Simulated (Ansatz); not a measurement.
Name a neutral molecule of C, F, O, Si and H with HOMO energy (PBE0/def2-TZVPP) between -7.90 and -7.60 eV and HOMO–LUMO gap (ωB97M-V/def2-TZVPP) between 10.80 and 11.10 eV (Ansatz, PBE0-D4/def2-TZVP geometry).

`O[SiH2][SiH2]CF` (-7.77 eV, 10.86 eV). Other molecules can fit too; these were computed, each in one conformer that needn't be the lowest.
